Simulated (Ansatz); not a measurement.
One change: `FC(F)(F)COB(Cl)Cl` becomes `FCC(F)(F)F`.

Ansatz, PBE0-D4/def2-TZVP geometries, multiplicity 1. Each molecule was computed in one conformer, which needn't be the lowest.

```tsv
property	`FC(F)(F)COB(Cl)Cl`
LUMO energy (ωB97M-V/def2-TZVPP) / eV	1.48
LUMO energy (PBE/def2-TZVPP) / eV	-1.61
HOMO energy (PBE/def2-TZVPP) / eV	-7.77
size of the dipole moment (PBE/def2-TZVPP) / D	1.85
HOMO energy (ωB97M-V/def2-TZVPP) / eV	-11.50
ideal-gas entropy at 298 K and 1 bar (rigid rotor, harmonic PBE0-D4/def2-TZVP) / J/(mol·K)	413
```

(1) Give the same properties after the change, and the shifts. (Estimate.)

Answers

(1) Ansatz gave: 
```csv
property,`FCC(F)(F)F`,shift
LUMO energy (ωB97M-V/def2-TZVPP) / eV,2.85,1.37
LUMO energy (PBE/def2-TZVPP) / eV,0.18,1.79
HOMO energy (PBE/def2-TZVPP) / eV,-8.62,-0.85
size of the dipole moment (PBE/def2-TZVPP) / D,1.83,-0.02
HOMO energy (ωB97M-V/def2-TZVPP) / eV,-12.93,-1.43
"ideal-gas entropy at 298 K and 1 bar (rigid rotor, harmonic PBE0-D4/def2-TZVP) / J/(mol·K)",316,-97
```

With PBE0 the HOMO falls by 1.26 eV and the LUMO rises by 1.88 eV, so the gap widens by about 3.14 eV. PBE moves the HOMO by -0.85 eV and ωB97M-V by -1.43 eV. The zero-point energy changes by -26.1 kJ/mol with -9 modes. Dipoles are sizes alone; their direction can turn. Modes under 60 cm⁻¹, often nearly free rotors, make the harmonic entropy too high.
